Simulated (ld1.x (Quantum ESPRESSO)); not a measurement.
# N (Z = 7), PAW: configuration errors across variants

| Item | Value |
| --- | --- |
| Element | N (Z = 7) |
| Generator | ld1.x (Quantum ESPRESSO) 7.5 |
| Type | PAW |
| Functional | PBEsol |
| Relativity | scalar-relativistic |
| Frozen core | [He] |
| Valence charge | 5 |
| Reference configuration | 2s1.5 2p3.5 |
| Partial waves | 2s (bound): rcut 1.00, rcutus 1.15 bohr; 2s channel at -0.45 Ry: rcut 1.00, rcutus 1.15 bohr; 2p (bound): rcut 1.45, rcutus 2.00 bohr; 2p channel at -0.2 Ry: rcut 1.45, rcutus 2.00 bohr |
| Local potential | all-electron potential smoothed inside 1.95 bohr (lloc = -1) |
| Core correction | Bessel-smoothed model core inside 0.90 bohr |
| Augmentation charge | PSQ, inside the norm-conserving radii |

All-electron excitation energies from the reference (eV): (1) 2s2 2p3 -5.714; (2) 2s2 2p2 7.807; (3) 2s2 2p1 36.545; (4) 2s2 2p0 83.429; (5) 2s1 2p4 5.721; (6) 2s2 2p3.3 -7.318; (7) 2s2 2p2.5 -0.651.

1 further variants failed, have other tests or another functional or relativity, and are left out.

Errors AE − PS in meV (a dash: test not solved or not reliable):

| change | (1) | (2) | (3) | (4) | (5) | (6) | (7) | bound ghosts |
| --- | --- | --- | --- | --- | --- | --- | --- | --- |
| base | -0.1 | -1.3 | -8.0 | -0.5 | -0.1 | 0.0 | -0.3 | none |
| local potential all-electron potential smoothed inside 1.00 bohr (lloc = -1) | 0.0 | -1.4 | -8.5 | -4.2 | -0.2 | +0.1 | -0.3 | none |
| wave 2p channel at -0.2 Ry: rcut 1.45, rcutus 2.00 bohr becomes 2p channel at -0.28 Ry: rcut 1.45, rcutus 2.00 bohr | -0.1 | -0.9 | -5.4 | -0.5 | -0.1 | 0.0 | -0.2 | none |
| waves 2s (bound): rcut 1.00, rcutus 1.74 bohr; 2s channel at -0.45 Ry: rcut 1.00, rcutus 1.74 bohr | -0.1 | -0.4 | +1.4 | – | – | – | – | none |
| core correction Bessel-smoothed model core inside 0.52 bohr | -0.1 | -1.1 | -5.7 | +12 | -0.1 | 0.0 | -0.3 | none |
| local potential all-electron potential smoothed inside 1.10 bohr (lloc = -1) | 0.0 | -1.5 | -9.0 | -4.3 | -0.2 | +0.1 | -0.3 | none |

(1) Give the same row for: type RRKJ; waves now 2s (bound): rc 1.15 bohr; 2p (bound): rc 2.00 bohr; local potential all-electron potential smoothed inside 1.65 bohr (lloc = -1).

## Answers

(1) -2.5, +109, +643, +2270, -2.2, -11, +29; bound ghosts: none.
